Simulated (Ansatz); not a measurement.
Isolated molecules relaxed with PBE0-D4/def2-TZVP in Ansatz; ΔE leaves out vibrations. CCSD(T)/CBS is the MP2 limit (def2-TZVPP, def2-QZVPP) plus CCSD(T) − MP2 in def2-TZVPP, frozen cores. DFT in def2-TZVPP. B3LYP here is the variant with VWN-RPA as its local correlation; programs differ in this. One conformer a species, not always the lowest.

Reaction (formal exchange of groups at a C–Si bond): `C[SiH](S)CS` + `CCOBS` → `CC(C)OBS` + `SC[SiH2]S`

**Question.** Is it downhill or uphill in electronic energy at CCSD(T)/CBS, and by how much? (An estimate is asked.)

**Answer.** The calculation gave: Uphill: ΔE = +28.7 kJ/mol.

**Question.** What do these levels give: PBE-D4, B3LYP-D4, B2PLYP, PBE, PBE0, HF/def2-TZVPP, MP2/def2-TZVPP, SCS-MP2/def2-TZVPP, CCSD/def2-TZVPP, CCSD(T)/def2-TZVPP, HF/def2-QZVPP, SCS-MP2/def2-QZVPP? (An estimate is asked.)

**Answer.** The calculation gave: PBE-D4 30.5, B3LYP-D4 30.7, B2PLYP 30.4, PBE 31.0, PBE0 31.2, HF/def2-TZVPP 29.1, MP2/def2-TZVPP 29.5, SCS-MP2/def2-TZVPP 28.0, CCSD/def2-TZVPP 28.3, CCSD(T)/def2-TZVPP 27.7, HF/def2-QZVPP 29.4, SCS-MP2/def2-QZVPP 28.8 kJ/mol.

Largest T1 diagnostic among the species: 0.013.
